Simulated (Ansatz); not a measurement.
`CC(O)N[SiH3]` + `N[SiH](O)Cl` → `N[SiH](Cl)O[SiH3]` + `CC(N)O`  (ligand exchange at the Si–N bond)

Calculated with Ansatz (gas phase, PBE0-D4/def2-TZVP geometries, no zero-point term in ΔE). CCSD(T)/CBS is the MP2 limit (def2-TZVPP, def2-QZVPP) plus CCSD(T) − MP2 in def2-TZVPP, frozen cores. Functionals use def2-TZVPP. B3LYP here is the variant with VWN-RPA as its local correlation; programs differ in this. One conformer a species, not always the lowest.

`CC(O)N[SiH3]`:

Cartesian coordinates in Å:
```
C 1.579 -0.376 1.119
C 0.461 -0.565 0.120
O -0.109 -1.833 0.401
N -0.495 0.503 0.171
Si -1.348 1.126 -1.185
H 2.108 0.556 0.921
H 1.165 -0.341 2.131
H 2.280 -1.209 1.068
H 0.879 -0.569 -0.898
H -0.869 -1.949 -0.176
H -0.850 0.678 1.100
H -0.378 1.527 -2.239
H -2.292 0.156 -1.819
H -2.131 2.297 -0.715
```

`N[SiH](O)Cl`:

Cartesian coordinates in Å:
```
N -1.086 0.350 0.392
Si 0.300 -0.444 -0.189
O 1.263 0.581 -1.015
Cl 1.207 -1.195 1.498
H -1.511 0.073 1.261
H -1.743 0.786 -0.234
H 0.099 -1.567 -1.123
H 1.471 1.416 -0.590
```

`N[SiH](Cl)O[SiH3]`:

Cartesian coordinates in Å:
```
N 0.851 1.311 -1.621
Si 0.046 1.068 -0.153
Cl 1.243 1.262 1.527
O -0.531 -0.446 -0.130
Si -0.746 -1.744 0.855
H 1.515 0.635 -1.963
H 1.085 2.244 -1.918
H -1.012 2.084 -0.010
H -1.618 -2.702 0.136
H 0.561 -2.382 1.151
H -1.394 -1.330 2.125
```

`CC(N)O`:

```xyz
11

C     0.676   -0.738    0.811
C    -0.293   -0.166   -0.195
N     0.388    0.717   -1.099
O    -1.332    0.447    0.564
H     0.159   -1.416    1.491
H     1.476   -1.274    0.301
H     1.114    0.069    1.403
H    -0.721   -0.975   -0.802
H     0.762    1.516   -0.600
H    -0.223    1.058   -1.831
H    -2.006    0.762   -0.044
```

```tsv
level	ΔE (kcal/mol)
B3LYP-D4	-14.2
ωB97X-V	-13.7
B2PLYP	-14.2
r2SCAN	-13.6
```

Question: What does CCSD(T)/CBS give? (Best estimate.)

Answer: The calculation gave: -14.0 kcal/mol. The listed levels differ from it by -0.2, 0.3, -0.2, 0.4 kcal/mol.

Largest T1 diagnostic among the species: 0.011.

In def2-TZVPP, CCSD(T) changes the Hartree–Fock value by +3.1 kcal/mol (the triples alone add +0.4 kcal/mol) and MP2 by +3.4 kcal/mol. From PBE to PBE0 (25 % exact exchange), in def2-TZVPP and without D4, ΔE moves by −0.7 kcal/mol.
